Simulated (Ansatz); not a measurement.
The cluster Zr₂Si₂ was relaxed with B3LYP-D4 (def2-SVP, def2-SVPD) in Ansatz in these states: charge +1 doublet, charge -1 doublet, neutral quintet. The geometries follow in no particular order.

In the def2 sets Zr takes a core potential; there is no spin–orbit coupling.

A:

```xyz
4

Zr    0.1313   -0.3448    1.5592
Zr    1.3188   -0.5449   -0.7290
Si   -1.2804   -0.6407   -0.6084
Si   -0.1697    1.5304   -0.2219
```

B:

```
atom    x (Å)    y (Å)    z (Å)
 Zr1  -1.1796   0.4591  -0.9620
 Zr2   0.7884  -1.3103  -0.4349
 Si3   1.0748   1.1912  -0.0143
 Si4  -0.6836  -0.3399   1.4112
```

C:

Cartesian coordinates in Å:
```
Zr -1.207 -1.144 -0.045
Zr 1.544 -0.184 0.593
Si 0.250 0.270 -1.484
Si -0.586 1.057 0.936
```

Judge from the bond lengths which geometry belongs to which state (an estimate).

A is the neutral quintet (Zr1–Zr2 2.586 Å, Zr2–Si4 2.604 Å, Zr2–Si3 2.604 Å); B is the charge -1 doublet (Zr1–Zr2 2.698 Å, Zr2–Si4 2.553 Å, Zr2–Si3 2.553 Å); C is the charge +1 doublet (Zr1–Zr2 2.983 Å, Zr2–Si4 2.489 Å, Zr2–Si3 2.489 Å).
